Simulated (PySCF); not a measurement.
## Iron: a sound run and one with changed settings

Sound run: Fe⁺ [Ar] 3d6 4s1, Fe²⁺ [Ar] 3d6. All numbers are calculated (PySCF 2.14, the spin-free X2C one-electron Hamiltonian (Gaussian nucleus), in Sapporo-DKH3-DZP-2012). In the sound run the correlated levels freeze [Ar]. The sound run starts from symmetry-adapted Hartree-Fock orbitals and uses a fine grid where one is needed.

Changed run: the non-relativistic Hamiltonian (point nucleus). This setting is unsound on purpose.

```
species  method  sound run (hartree)  changed run (hartree)  converged
    Fe⁺     UHF          -1271.07925            -1258.17792        yes
    Fe⁺    TPSS          -1272.32827            -1259.43197        yes
    Fe⁺  r2SCAN          -1272.27147            -1259.37532        yes
    Fe⁺     MP2          -1271.19314            -1258.28940        yes
   Fe²⁺     UHF          -1270.51648            -1257.62484        yes
   Fe²⁺    TPSS          -1271.72017            -1258.83590        yes
   Fe²⁺  r2SCAN          -1271.65790            -1258.77380        yes
   Fe²⁺     MP2          -1270.61067            -1257.71768        yes
```

Ionisation energy of Fe⁺:

```csv
method,sound run (eV),changed run (eV)
UHF,15.314,15.050
TPSS,16.547,16.220
r2SCAN,16.696,16.368
MP2,15.850,15.557
SCS-MP2,15.622,15.341
```

Most of the change in total energy is the relativistic energy itself. On top of that the contraction fixes the core shape for the Hamiltonian it was made with, so the changed run is not a good calculation with the other Hamiltonian either.

For comparison, NIST gives 16.199 eV between the lowest levels.
